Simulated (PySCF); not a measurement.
HSi, doublet, geometry from GFN2-xTB; B3LYP/def2-TZVP in PySCF.

The PySCF input:
```python
from pyscf import gto, scf, dft

mol = gto.M(
    atom='''
Si   -0.000000   -0.000000   -0.101047
H     0.000000    0.000000    1.414657
''',
    basis='def2-tzvp',
    charge=0,
    spin=1,
    verbose=4,
)

mf = dft.UKS(mol)
mf.xc = 'b3lyp'
mf.kernel()
mf.analyze()
```

Question: Predict the main parts of the log of this PySCF run.

Answer: 
```
PySCF version 2.14.0

[INPUT] verbose = 4
[INPUT] num. atoms = 2
[INPUT] num. electrons = 15
[INPUT] charge = 0
[INPUT] spin (= nelec alpha-beta = 2S) = 1
[INPUT] symmetry False subgroup None
[INPUT] Mole.unit = angstrom
[INPUT] Symbol           X                Y                Z      unit          X                Y                Z       unit  Magmom
[...]
nuclear repulsion = 4.88781513598961
number of shells = 17
number of NR pGTOs = 71
number of NR cGTOs = 43
basis = def2-tzvp
ecp = {}

******** <class 'pyscf.dft.uks.UKS'> ********
method = UKS
initial guess = minao
damping factor = 0
level_shift factor = 0
DIIS = <class 'pyscf.scf.diis.CDIIS'>
diis_start_cycle = 1
diis_space = 8
diis_damp = 0
SCF conv_tol = 1e-09
SCF conv_tol_grad = None
SCF max_cycles = 50
direct_scf = True
direct_scf_tol = 1e-13
number electrons alpha = 8  beta = 7
XC library pyscf.dft.libxc version 7.1.2
    S. Lehtola, C. Steigemann, M. J. T. Oliveira, and M. A. L. Marques,  SoftwareX 7, 1–5 (2018)
XC functionals = b3lyp
    P. J. Stephens, F. J. Devlin, C. F. Chabalowski, and M. J. Frisch,  J. Phys. Chem. 98, 11623 (1994)
radial grids:
    Treutler-Ahlrichs [JCP 102, 346 (1995); DOI:10.1063/1.469408] (M4) radial grids

becke partition: Becke, JCP 88, 2547 (1988); DOI:10.1063/1.454033
pruning grids: <function nwchem_prune>
grids dens level: 3
symmetrized grids: False
atomic radii adjust function: <function treutler_atomic_radii_adjust>
small_rho_cutoff = 0
Set gradient conv threshold to 3.16228e-05
tot grids = 28992
init E= -289.881811808588

cycle= 1 E= -290.007072876595  delta_E= -0.125  |g|=  0.1  |ddm|= 0.753
cycle= 2 E= -290.011619001282  delta_E= -0.00455  |g|= 0.0607  |ddm|= 0.215
cycle= 3 E= -290.013310225773  delta_E= -0.00169  |g|= 0.00655  |ddm|= 0.0874
cycle= 4 E= -290.013355443341  delta_E= -4.52e-05  |g|= 0.00173  |ddm|= 0.0127
cycle= 5 E= -290.013358929109  delta_E= -3.49e-06  |g|= 0.000451  |ddm|= 0.00338
cycle= 6 E= -290.01335916029  delta_E= -2.31e-07  |g|= 0.000122  |ddm|= 0.000915
cycle= 7 E= -290.013359185245  delta_E= -2.5e-08  |g|= 3.43e-05  |ddm|= 0.000303
cycle= 8 E= -290.013359188588  delta_E= -3.34e-09  |g|= 9.35e-06  |ddm|= 0.000137
cycle= 9 E= -290.013359188771  delta_E= -1.84e-10  |g|= 1.84e-06  |ddm|= 3.46e-05
Extra cycle  E= -290.013359188776  delta_E= -4.21e-12  |g|= 9.94e-07  |ddm|= 5.09e-06
converged SCF energy = -290.013359188776  <S^2> = 0.75510835  2S+1 = 2.0051018
**** SCF Summaries ****
[...]
Total Energy =                        -290.013359188775553
[...]
Two-electron Coulomb Energy =          137.401824289495551
DFT Exchange-Correlation Energy =      -21.215403075174969
**** MO energy ****
                             alpha | beta                alpha | beta
[...]
To work with the spin densities directly, `use mulliken_meta_spin()` only printing them here.

 ** Mulliken spin pop alpha/beta on meta-lowdin orthogonal AOs **
 ** Mulliken Spin Density (per AO)  **
spin_pop of  0 Si 1s       -0.00000
spin_pop of  0 Si 2s        0.00000
spin_pop of  0 Si 3s        0.01726
spin_pop of  0 Si 4s       -0.00004
spin_pop of  0 Si 5s       -0.00001
spin_pop of  0 Si 2px       0.00002
spin_pop of  0 Si 2py       0.00001
spin_pop of  0 Si 2pz      -0.00000
spin_pop of  0 Si 3px       0.79260
spin_pop of  0 Si 3py       0.20284
spin_pop of  0 Si 3pz      -0.00560
spin_pop of  0 Si 4px       0.00245
spin_pop of  0 Si 4py       0.00063
spin_pop of  0 Si 4pz       0.00013
spin_pop of  0 Si 5px       0.00022
spin_pop of  0 Si 5py       0.00006
spin_pop of  0 Si 5pz      -0.00004
spin_pop of  0 Si 6px       0.00005
spin_pop of  0 Si 6py       0.00001
spin_pop of  0 Si 6pz      -0.00000
spin_pop of  0 Si 3dxy     -0.00070
spin_pop of  0 Si 3dyz      0.00017
spin_pop of  0 Si 3dz^2     0.00193
spin_pop of  0 Si 3dxz      0.00065
spin_pop of  0 Si 3dx2-y2   -0.00038
spin_pop of  0 Si 4dxy     -0.00000
spin_pop of  0 Si 4dyz      0.00000
spin_pop of  0 Si 4dz^2    -0.00006
spin_pop of  0 Si 4dxz      0.00002
spin_pop of  0 Si 4dx2-y2   -0.00000
spin_pop of  0 Si 4f-3      0.00000
spin_pop of  0 Si 4f-2     -0.00005
spin_pop of  0 Si 4f-1      0.00000
spin_pop of  0 Si 4f+0      0.00010
spin_pop of  0 Si 4f+1      0.00000
spin_pop of  0 Si 4f+2     -0.00003
spin_pop of  0 Si 4f+3     -0.00000
spin_pop of  1 H 1s       -0.01282
spin_pop of  1 H 2s        0.00009
spin_pop of  1 H 3s        0.00022
spin_pop of  1 H 2px       0.00020
spin_pop of  1 H 2py       0.00005
spin_pop of  1 H 2pz       0.00001
 ** Mulliken Spin Density (per atom)  **
spin density of  0 Si =      1.01225
spin density of  1 H =     -0.01225
 ** Mulliken pop alpha/beta on meta-lowdin orthogonal AOs **
 ** Mulliken pop       alpha | beta **
In total             8.00000 | 7.00000
 ** Mulliken atomic charges   ( Nelec_alpha | Nelec_beta ) **
charge of  0Si =      0.09389  (     7.45918      6.44693 )
charge of  1H =     -0.09389  (     0.54082      0.55307 )
Dipole moment(X, Y, Z, Debye):  0.00000,  0.00000,  0.09413
```
